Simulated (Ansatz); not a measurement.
Reactions of C2H3BClF (`FC1BC1Cl`).

Computed with Ansatz on PBE0-D4/def2-TZVP structures; ΔE is electronic, products minus reactants. CCSD(T)/CBS is the MP2 limit (def2-TZVPP, def2-QZVPP) plus CCSD(T) − MP2 in def2-TZVPP, frozen cores. This one scheme is used for every species, atoms too. Functionals use def2-TZVPP. B3LYP here is the variant with VWN-RPA as its local correlation; programs differ in this. Open shells (•) are unrestricted, without spin–orbit coupling. Spin–orbit coupling would lower the free atoms: a little for B, C, Cl, F.

```tsv
reaction	CCSD(T)/CBS(def2) (eV)
`F[C@H]1B[C@@H]1Cl` + H₂ → `ClC1BC1` + H–F	-1.47
`F[C@H]1B[C@@H]1Cl` + H–F → `F[C@H]1B[C@@H]1F` + HCl	0.42
`F[C@H]1B[C@@H]1Cl` + CH₄ → `C[C@H]1B[C@@H]1F` + HCl	-0.34
`F[C@H]1B[C@@H]1Cl` + CH₄ → `C[C@@H]1B[C@H]1Cl` + H–F	?
`F[C@H]1B[C@@H]1Cl` → `FB1CC1Cl`	-2.47
`F[C@H]1B[C@@H]1Cl` → B• + 2 C• + Cl• + F• + 3 H•	?
```

**Question.** Fill in the missing values. (An estimate is asked.)

**Answer.** Ansatz gave: `F[C@H]1B[C@@H]1Cl` + CH₄ → `C[C@@H]1B[C@H]1Cl` + H–F: -0.76 eV; `F[C@H]1B[C@@H]1Cl` → B• + 2 C• + Cl• + F• + 3 H•: +30.32 eV.

Largest T1 diagnostic: 0.014, for B•.
